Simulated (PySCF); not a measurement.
**How methods differ on the excitation energy of S**

S [Ne] 3s2 3p4 (3P) → S [Ne] 3s1 3p5 (3P), as a difference of total energies. Computed with PySCF 2.14 in aug-cc-pwCVTZ, with the non-relativistic Hamiltonian (point nucleus). Correlated levels: nothing frozen. The calculations carry no spin-orbit coupling.

```tsv
method	excitation energy (cm⁻¹)	error (cm⁻¹)
UHF	92502	+20494
MP2 (all electrons)	83994	+11985
SCS-MP2 (all electrons)	83020	+11012
CCSD (all electrons)	77550	+5542
CCSD(T) (all electrons)	72688	+680
```

Reference: 72008 cm⁻¹ (measured; NIST levels, between the centres of gravity of the two terms).

Errors of the correlated levels include the incompleteness of this basis.

The coupled-cluster amplitudes are large for the upper state (T1 above 0.03 or a double amplitude above 0.15), so a single reference is strained.
